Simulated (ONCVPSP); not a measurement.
What one change does to a pseudopotential (Ir, ONCV)

- Element: Ir (Z = 77)
- Generator: ONCVPSP 4.0.1
- Type: optimised norm-conserving Vanderbilt (ONCV)
- Functional: PBEsol
- Relativity: fully relativistic
- Frozen core: [Xe] 4f14
- Valence charge: 9
- Reference configuration: 5d7 6s1.5 6p0.5
- Partial waves: 6s: rc 2.40 bohr, ncon 4, nbas 8, qcut 2.3 1/bohr, 2 projectors, debl 3.9 Ha; 6p: rc 2.95 bohr, ncon 4, nbas 7, qcut 3.3 1/bohr, 2 projectors, debl 2.1 Ha; 5d: rc 1.80 bohr, ncon 5, nbas 10, qcut 8.4 1/bohr, 1 projector
- Local potential: polynomial inside 1.75 bohr (lpopt 5, dvloc0 3 Ha)
- Core correction: Teter function, fcfact 3.25, rcfact 1.4

Open shells are filled in proportion to 2j + 1.

All-electron outer shells of the reference configuration (PBEsol, scalar-relativistic, ld1.x):

| shell | level (eV) | outermost node (bohr) | outermost maximum (bohr) |
| --- | --- | --- | --- |
| 4f | -63.23 | – | 0.39 |
| 5p | -55.72 | 0.54 | 1.01 |
| 5d | -8.11 | 0.59 | 1.29 |
| 6s | -7.07 | 1.17 | 2.38 |
| 6p | -1.68 | 1.39 | 3.38 |

Change: d: rc 1.5; local potential polynomial inside 1.50 bohr (lpopt 5, dvloc0 3 Ha).

Cutoffs: the cutoffs (Ha) at which the residual kinetic energy of the hardest occupied pseudo-wave falls to 1 and 0.1 mHa per electron; they do not see the model core or the augmentation charge, which bear on the density cutoff. Errors are all-electron minus pseudo energies relative to the spin-unpolarised reference configuration.

Task: Predict the effect on cutoff, ghosts and configuration errors.

Result: The potential gets neither clearly harder nor softer (19 Ha and 28 Ha → 18 Ha and 28 Ha); the lowest positive-energy flag moves from s at 82.2 eV to s at 35.3 eV; the errors of the 3 common tests hardly move; the range in which the s phases agree narrows (upper end 2.4 → 1.1); neither file shows a bound ghost.

| quantity | base | changed |
| --- | --- | --- |
| cutoff, loose | 19 Ha | 18 Ha |
| cutoff, tight | 28 Ha | 28 Ha |
| loose cutoff by channel | s 14 Ha, p 3.5 Ha, d 19 Ha | s 14 Ha, p 3.5 Ha, d 18 Ha |
| bound ghosts | none | none |
| GHOST(+) flags under 300 eV | s at 82.2 eV, p3/2 at 84.0 eV, p1/2 at 93.2 eV | s at 35.3 eV, p3/2 at 52.4 eV, p1/2 at 66.9 eV |
| tests with a reliable result | 3 of 4 | 3 of 4 |
| error for 5d7 6s2 6p0, meV [ΔE -2.62 eV] | -0.6 | -0.5 |
| error for 5d7 6s1 6p0, meV [ΔE 7.32 eV] | -3.0 | -2.8 |
| error for 5d8 6s1 6p0, meV [ΔE -2.95 eV] | -41 | -38 |
| s: phases at 2.44 bohr within 0.05 rad from the reference energy up to (Ha; the scan ends near 5) | 2.4 | 1.1 |
| p3/2: phases at 2.99 bohr within 0.05 rad from the reference energy up to (Ha; the scan ends near 5) | 2.3 | 1.9 |
| p1/2: phases at 2.99 bohr within 0.05 rad from the reference energy up to (Ha; the scan ends near 5) | 3.2 | 2.2 |
| rms error of d²Exc/dni dnj with the model core, mHa | 4.09 | 4.10 |
